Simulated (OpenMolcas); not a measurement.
# Os6+: moving or changing the point charges

Os6+ among 3 point charges of -2 e arranged as a planar triangle (D3h), 1.9 Å from the ion.
```
   1.9000    0.0000    0.0000  -2.00
  -0.9500    1.6454    0.0000  -2.00
  -0.9500   -1.6454    0.0000  -2.00
```

* Program: OpenMolcas
* Method: SS-CASPT2, IPEA 0.25 Eh, imaginary shift 0.1 Eh (closed shells correlated: 4f 5s 5p)
* Basis: ANO-RCC-VDZP [7s6p4d2f1g]
* Scalar Hamiltonian: DKH2, point nucleus
* Active space: 2 electrons in 5 orbitals (5d)
* State averaging: 2S+1 = 3 even, 10 roots; 2S+1 = 1 even, 15 roots
* Spin-orbit coupling: RASSI with atomic mean-field integrals over the reference wave functions

Runs around this geometry, states (labels of D3, the rotations of D3h). Energies in cm-1 above the lowest state or level, χT in cm3 K/mol.

```tsv
R (Å)	q (e)	Ground state	First state of that spin	First gap with spin-orbit (degeneracies)	χT at 300 K	First state of another spin
1.9	-1.3	3A2	3E 1040	2310 (1, 2)	0.049	1E 11310
1.73	-2	3E	3A2 96	4480 (1, 2)	0.017	1A1 9800
1.9	-2	3A2	3E 370	3590 (1, 2)	0.026	1A1 11160
2.12	-2	3A2	3E 560	2550 (1, 2)	0.044	1E 11240
```

Scaling the charges by -1.3 / -2 = 0.65 scales the first state of the same spin by 1040 / 370 = 2.81; with fixed orbitals a first-order splitting would follow the charge.

The ground state changes within this set.

Roots that are degenerate in the reference are averaged as groups; the widest CASPT2 spread within a group is 86 cm-1 (the 2-fold group of multiplicity 3 near 10100 cm-1 above the lowest state of its run, R = 1.9, q = -2). Shifts and gaps below about the spread of the groups concerned are not significant. Free-ion shares, where given, are those of the reference states; single-state CASPT2 does not remix them. Spin-orbit coupling mixes the spin-free states strongly: the lowest level takes only 54 % from its leading state, 3E, which lies 1039 cm-1 above the lowest spin-free state (figures for R = 1.9, q = -1.3; the like holds for R = 1.73, q = -2, R = 1.9, q = -2, R = 2.12, q = -2). An orbital doublet at a regular site is open to a Jahn-Teller distortion, which this geometry leaves out (holds for R = 1.73, q = -2). This is an electrostatic model: the charges have no orbitals. No measured value stands beside these numbers.
